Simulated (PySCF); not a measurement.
Species: C₉H₈O.
Numbering: `[CH3:1][O:2][c:3]1[cH:4][cH:5][cH:6][c:7]2[c:8]1[CH:9]=[CH:10]2` (hydrogens: H11, H12, H13 on C1; H14 on C4; H15 on C5; H16 on C6; H17 on C9; H18 on C10)

Computed by this run: PBE0-D3(BJ)/def2-SVP geometry optimisation, gas phase in PySCF 2.14.0; density fitting, grid level 2; the optimiser is geomeTRIC in internal coordinates, started from a GFN2-xTB structure.

Step 0: E = -11485.9309 eV
```
atom  x, y, z in Å  |  force x, y, z in eV/Å
C1     -2.9644   -0.3710   -0.0426    0.528  -0.264  -0.054
O2     -1.7066   -0.9870   -0.1693    0.393   0.410   0.076
C3     -0.5851   -0.2221   -0.0380   -0.506  -0.448  -0.083
C4     -0.5810    1.1830    0.2179   -0.344  -0.094  -0.009
C5      0.5786    1.8986    0.3404    0.131   0.090   0.011
C6      1.8616    1.3032    0.2221   -0.036   0.157   0.031
C7      1.8484   -0.0261   -0.0209   -0.280  -0.392  -0.066
C8      0.6516   -0.7789   -0.1493    0.207  -0.031  -0.011
C9      1.4947   -2.0059   -0.3800   -0.394   0.065   0.019
C10     2.6275   -1.2974   -0.2583    0.163   0.303   0.051
H11    -3.0994    0.0743    0.9490   -0.076   0.142   0.247
H12    -3.1197    0.3942   -0.8109   -0.082   0.219  -0.179
H13    -3.6949   -1.1677   -0.1787   -0.263  -0.149  -0.026
H14    -1.5215    1.7027    0.3196   -0.381   0.231   0.044
H15     0.5183    2.9599    0.5342   -0.082   0.450   0.084
H16     2.7562    1.8971    0.3245    0.421   0.233   0.039
H17     1.2512   -3.0336   -0.5660   -0.056  -0.677  -0.123
H18     3.6758   -1.5170   -0.3055    0.657  -0.244  -0.050
```

**Question.** Estimate the geometry and energy of step 1. (The exact step hangs on the optimiser's Hessian estimate; all steps are aligned on step 0, rigid shifts and turns removed.)

**Answer.** E = -11485.9867 eV, largest force 0.111 eV/Å
```
atom  x, y, z in Å  |  force x, y, z in eV/Å
C1     -2.9497   -0.3715   -0.0431   -0.076   0.025   0.007
O2     -1.6954   -0.9794   -0.1650   -0.095  -0.043  -0.009
C3     -0.5887   -0.2221   -0.0371    0.082   0.031   0.008
C4     -0.6014    1.1901    0.2204   -0.021   0.029   0.005
C5      0.5671    1.9134    0.3430   -0.035   0.055   0.011
C6      1.8542    1.3106    0.2230    0.080   0.024   0.004
C7      1.8425   -0.0309   -0.0221    0.030   0.054   0.009
C8      0.6537   -0.7852   -0.1504   -0.067   0.010   0.002
C9      1.4970   -2.0208   -0.3823   -0.001  -0.110  -0.020
C10     2.6386   -1.3055   -0.2606    0.088  -0.044  -0.008
H11    -3.0981    0.0833    0.9538    0.020  -0.018  -0.034
H12    -3.1143    0.4046   -0.8133    0.021  -0.028   0.024
H13    -3.6995   -1.1625   -0.1801    0.031   0.009   0.001
H14    -1.5530    1.7140    0.3233    0.014  -0.019  -0.003
H15     0.4977    2.9872    0.5395    0.004  -0.030  -0.006
H16     2.7663    1.9037    0.3246   -0.031  -0.023  -0.005
H17     1.2729   -3.0726   -0.5724    0.008   0.061   0.012
H18     3.7014   -1.5500   -0.3127   -0.055   0.017   0.002
```

The energy changes by -0.0558 eV. The first-order estimate −F·Δx gives -0.1181 eV and the mean of the old and new forces, exact on a quadratic surface, -0.0561 eV. The step makes an angle of 49° with the force vector and moves no atom by more than 0.045 Å.

What follows is the cost of the whole optimisation. Time: 76 s; peak memory 0.82 GiB. Hardware: one thread of an Arm Neoverse V2, shared host with 96 logical CPUs at a one-minute load of 44.
